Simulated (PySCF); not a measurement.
**Interval between two levels of Hg³⁺ by level of theory**

Hg³⁺ [Xe] 4f14 5d9 [2D5/2, M_J = 5/2] → Hg³⁺ [Xe] 4f14 5d8 6p1 [4G11/2, M_J = 11/2], as a difference of total energies. Calculation: PySCF 2.14, in x2c-SVPall-2c with one added diffuse shell each of s, p, d type (8s11p10d2f, 105 functions); the two-component X2C-1e Hamiltonian. Correlated levels: [Kr] 4d10 4f14 frozen; the 22 highest virtual spinors dropped. "Screened" scales the spin-orbit matrix elements by Boettger's factors to mimic the two-electron term; Breit and QED terms are absent.

| method | interval between two levels (cm⁻¹) |
| --- | --- |
| GHF (screened spin-orbit) | 156790 |
| GMP2 (screened spin-orbit) | 160500 |

The labels give the starting determinants; with spin-orbit coupling the two ends relaxed to ⟨J²⟩ = 8.77, ⟨L²⟩ = 6.16, ⟨S²⟩ = 0.90 and ⟨J²⟩ = 35.76, ⟨L²⟩ = 20.63, ⟨S²⟩ = 3.75.
